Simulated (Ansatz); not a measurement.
Input for Ansatz (a program for electronic structure): U-CCSD(T)/def2-TZVPP on SbO, 2S+1 = 4, a spin state set in the input, which need not be the lowest, a point of a bond scan (R = 2.042 Å). Elements past Kr take the def2 small-core potentials; no spin–orbit coupling.

Ansatz 0.2 input:
```yaml
crystal:
  periodic: [false, false, false]
  atoms:
    - {symbol: O, position_ang: [0.00000000, 0.00000000, 0.00000000]}
    - {symbol: Sb, position_ang: [0.00000000, 0.00000000, 2.04220200]}
basis:
  gaussian:
    orbitals: def2-TZVPP
    pivot_positions_ang: [[0.00000000, 0.00000000, 0.00000000], [0.00000000, 0.00000000, 2.04220200]]
magnetization: {spin_polarized: true, initial_magnetization: 3}
correlation: {method: ccsd_t, electrons: valence}
output: {orbitals: {seedname: ./end}}
```

The log:

```
WARN ansatz: RAYON_NUM_THREADS=2 ignored (pool sized by the plan → 2); use --threads N
Functional definition: HF
integrals: 0.10 GiB planned
725 factors; integrals over basis functions are off by at most 5.2e-4 eV
mean field: 0.20 GiB planned
mean field evaluation 1: about -8543.4278 eV, gradient 2.0e1 eV
mean field evaluation 2: about -8543.4294 eV, gradient 2.0e1 eV
mean field evaluation 4: about -8545.7716 eV, gradient 3.0e0 eV
mean field evaluation 8: about -8545.9601 eV, gradient 1.8e-1 eV
mean field evaluation 16: about -8546.0667 eV, gradient 1.2e0 eV
mean field evaluation 32: about -8543.4278 eV, gradient 2.0e1 eV
mean field evaluation 64: about -8547.3043 eV, gradient 1.4e-1 eV
mean field evaluation 96: about -8545.1852 eV, gradient 1.5e1 eV
mean field evaluation 128: about -8543.9129 eV, gradient 5.7e-1 eV
mean field evaluation 160: about -8546.4379 eV, gradient 6.9e0 eV
mean field evaluation 192: about -8543.9082 eV, gradient 8.7e-1 eV
mean field evaluation 224: about -8543.8675 eV, gradient 8.6e-1 eV
mean field evaluation 256: about -8544.4002 eV, gradient 3.6e0 eV
mean field evaluation 288: about -8543.9170 eV, gradient 8.3e-4 eV
mean field evaluation 320: about -8545.2679 eV, gradient 2.1e0 eV
mean field evaluation 352: about -8544.1998 eV, gradient 1.7e-3 eV
mean field evaluation 384: about -8547.2995 eV, gradient 4.2e-1 eV
mean field evaluation 416: about -8544.1998 eV, gradient 3.1e-3 eV
mean field evaluation 448: about -8543.0109 eV, gradient 4.7e0 eV
mean field evaluation 480: about -8543.0444 eV, gradient 3.8e-1 eV
mean field evaluation 512: about -8543.0500 eV, gradient 1.4e-3 eV
mean field evaluation 544: about -8542.0819 eV, gradient 4.5e0 eV
mean field evaluation 576: about -8542.2809 eV, gradient 1.8e-3 eV
mean field evaluation 608: about -8547.3045 eV, gradient 2.0e-2 eV
mean field evaluation 640: about -8543.9170 eV, gradient 1.3e-3 eV
mean field evaluation 672: about -8537.9554 eV, gradient 9.3e0 eV
mean field evaluation 704: about -8538.5522 eV, gradient 2.3e0 eV
mean field evaluation 736: about -8547.3044 eV, gradient 5.0e-2 eV
mean field evaluation 768: about -8543.3510 eV, gradient 3.7e0 eV
mean field evaluation 800: about -8543.0180 eV, gradient 4.4e0 eV
mean field evaluation 832: about -8545.3712 eV, gradient 2.3e0 eV
mean field evaluation 864: about -8544.1970 eV, gradient 4.5e-1 eV
mean field evaluation 896: about -8543.2222 eV, gradient 9.9e-2 eV
mean field evaluation 928: about -8547.3040 eV, gradient 1.2e-1 eV
mean field evaluation 960: about -8543.7213 eV, gradient 2.8e0 eV
mean field evaluation 992: about -8543.9375 eV, gradient 3.8e0 eV
mean field evaluation 1024: about -8543.6423 eV, gradient 1.4e1 eV
mean field evaluation 1056: about -8542.2809 eV, gradient 3.0e-4 eV
mean field evaluation 1088: about -8543.0809 eV, gradient 1.2e0 eV
mean field evaluation 1120: about -8543.9143 eV, gradient 2.3e-2 eV
mean field -8547.30450949 eV, -314.1076471528 hartree, gradient 1.6e-6 eV, S^2 3.794429; 17 other end points of the search recorded, 0 dependent functions left out
determinant -8547.30450949 eV, -314.1076471528 hartree, with singles and doubles -8560.59911844 eV, -314.5962150201 hartree
determinant -8545.96109034 eV, -314.0582774096 hartree, with singles and doubles -8559.52983130 eV, -314.5569194426 hartree
determinant -8544.19981774 eV, -313.9935518355 hartree, with singles and doubles -8557.71593635 eV, -314.4902600328 hartree
determinant -8543.91695976 eV, -313.9831569964 hartree, with singles and doubles -8557.41288991 eV, -314.4791232814 hartree
determinant -8543.22221107 eV, -313.9576254527 hartree, with singles and doubles -8556.00441452 eV, -314.4273627655 hartree
5 core orbitals not correlated
reference -8547.30450949 eV, -314.1076471528 hartree; 12, 9 occupied and 64, 67 virtual orbitals, 725 factors
second order -13.09434577 eV of doubles, -0.00000000 eV of singles
coupled cluster: 0.39 GiB planned
cycle   1  -13.29650390 eV  change   -1.9e-3 eV  update   1.8e-3
cycle   2  -13.29716610 eV  change   -6.6e-4 eV  update   1.3e-3
cycle   3  -13.29719803 eV  change   -3.2e-5 eV  update   6.6e-4
cycle   4  -13.29780357 eV  change   -6.1e-4 eV  update   2.2e-4
cycle   5  -13.29798694 eV  change   -1.8e-4 eV  update   7.1e-5
cycle   6  -13.29806788 eV  change   -8.1e-5 eV  update   3.2e-5
cycle   7  -13.29807429 eV  change   -6.4e-6 eV  update   1.8e-5
perturbative correction -0.39825077 eV, -0.0146354457 hartree
Total energy: -8561.00083455 eV, -314.6109778151 hartree
```

The calculation finished and met its thresholds.

Cost: about 40 core-seconds (a rough figure).
